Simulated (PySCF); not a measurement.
**How methods differ on the excitation energy of W⁺**

W⁺ [Xe] 4f14 5d4 6s1 (6D) → W⁺ [Xe] 4f14 5d3 6s2 (4F), as a difference of total energies. Computed with PySCF 2.14 in aug-cc-pVDZ-PP with ECP60MDF (5s5p4d2f, 54 functions), with scalar relativity through the core potential. Correlated levels: valence: 5s2 5p6 frozen. The calculations carry no spin-orbit coupling.

```
           method  excitation energy (cm⁻¹)
              UHF                     20208
              LDA                     14424
              PBE                     16234
             PBE0                     17147
           r2SCAN                     19774
           M06-2X                    9807.3
           PBEsol                     16977
          wB97X-V                     11795
             TPSS                     16191
    MP2 (valence)                     15358
SCS-MP2 (valence)                     10816
```
